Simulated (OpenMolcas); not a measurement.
Pt2+ in a ligand field

Pt2+ with 5 ligands (fluoride, chloride on the axis) in trigonal bipyramidal coordination (D3h) at 1.96 Å, the axial distance 2.397 Å. A charge of +0.6 e stands 2.4 Å behind each ligand. Ligand basis ANO-RCC-VDZP.

* Program: OpenMolcas 26.06
* Method: CASSCF
* Basis: ANO-RCC-VDZP [7s6p4d2f]
* Scalar Hamiltonian: DKH2, point nucleus
* Active space: 8 electrons in 5 orbitals (5d)
* State averaging: 2S+1 = 3 even, 10 roots; 2S+1 = 1 even, 15 roots
* Spin-orbit coupling: RASSI with atomic mean-field integrals over the reference wave functions

The lowest spin-free states (labels of D3, the rotations of D3h), above the lowest:

```tsv
State	Degeneracy	E (cm-1)
3E	2	0.0
1A1	1	9743
1E	2	10348
3A2	1	10941
3E	2	12425
3A1	1	14097
3A2	1	14379
1E	2	18348
1A1	1	23028
1E	2	23113
3E	2	23321
1E	2	26030
3A2	1	28261
1A1	1	28567
1A2	1	29350
1E	2	38219
1A1	1	53737
```

The lowest levels with spin-orbit coupling:

```tsv
E (cm-1)	Degeneracy	Label	2S+1	g
0.0	1	A2	3	
0.4	1	A1	3	
1952	2	E	3	0.00 0.00 3.22
6155	2	E	3	0.00 0.00 0.33
9614	1	A1	1 (67 %)	
10792	1	A1	3	
11674	2	E	3 (85 %)	0.00 0.00 7.91
12552	2	E	1 (64 %)	0.00 0.00 2.77
12827	2	E	3	0.00 0.00 2.53
17257	2	E	3	0.00 0.00 4.76
19718	1	A2	3	
19960	1	A2	3	
20094	2	E	3	0.00 0.00 2.36
20223	1	A1	3	
23224	1	A1	3 (55 %)	
23526	2	E	3 (56 %)	0.00 0.00 1.85
25076	2	E	1 (88 %)	0.00 0.00 6.04
26554	2	E	3	0.00 0.00 2.62
28243	1	A1	3 (74 %)	
28604	2	E	3 (73 %)	0.00 0.00 3.73
```

Electric-dipole absorption from the lowest level at this geometry, strongest bands:

| E (cm-1) | λ (nm) | Label | f |
| --- | --- | --- | --- |
| 6155 | 1620 | E | 4.97e-04 |
| 9614 | 1040 | A1 | 2.86e-05 |
| 10792 | 927 | A1 | 1.89e-04 |
| 20094 | 498 | E | 3.31e-04 |
| 23224 | 431 | A1 | 4.13e-05 |
| 23526 | 425 | E | 9.35e-05 |
| 28243 | 354 | A1 | 6.37e-04 |
| 30330 | 330 | E | 1.42e-06 |
| 32679 | 306 | A1 | 1.48e-04 |
| 33118 | 302 | E | 5.44e-06 |
| 38803 | 258 | E | 1.09e-05 |
| 62094 | 161 | A1 | 2.24e-06 |

Powder χT (cm3 K/mol): 1.48 at 2 K, 1.49 at 10 K, 1.52 at 50 K, 1.55 at 100 K, 1.62 at 200 K, 1.69 at 300 K. The effective moment at 300 K is 2.828 √(χT) = 3.67 μB.

The lowest level has 2S+1 = 3, for which the spin-only value is χT = S(S+1) / 2 = 1.000 cm3 K/mol (g = 2). The computed 1.688 at 300 K differs by +0.688, through orbital momentum, spin-orbit coupling and any other state in reach.

Metal share of the active 5d orbitals (Löwdin): 80, 85, 85, 93, 93 %; Mulliken charge of the metal 1.31.

An orbital doublet at a regular site is open to a Jahn-Teller distortion, which this geometry leaves out. Without dynamic correlation the repulsion within the d shell is too large (B by tens of per cent), so at a given field states of lower spin stand too high. Real 4d8 and 5d8 ions are as a rule square planar and diamagnetic. The least metal-like active orbital is 80 % on the metal (Löwdin) and no ligand orbital is active, so the numbers are rough. With metal d orbitals alone the field can be off either way by tens of per cent. Ligand-to-metal charge-transfer states are missing. With no ligand orbital active B as a rule stays too high, so bands that hang on it stand too high and its fall with covalency is understated. The distance lies 4 % under the 2.04 Å that this model takes as the normal distance (a Shannon-type radius plus a fixed donor radius); by an R⁻⁵ law this alone changes a d-shell field by about +22 %. No measured value stands beside these numbers; the geometry was imposed, not optimised, and the real ion may take another.

The RASSCF and RASSI steps took 56 s on 1 thread of Arm Neoverse V1, on a shared host; the integral step is not counted.

With an even number of electrons the g values are those of a degenerate or nearly degenerate non-Kramers pair.
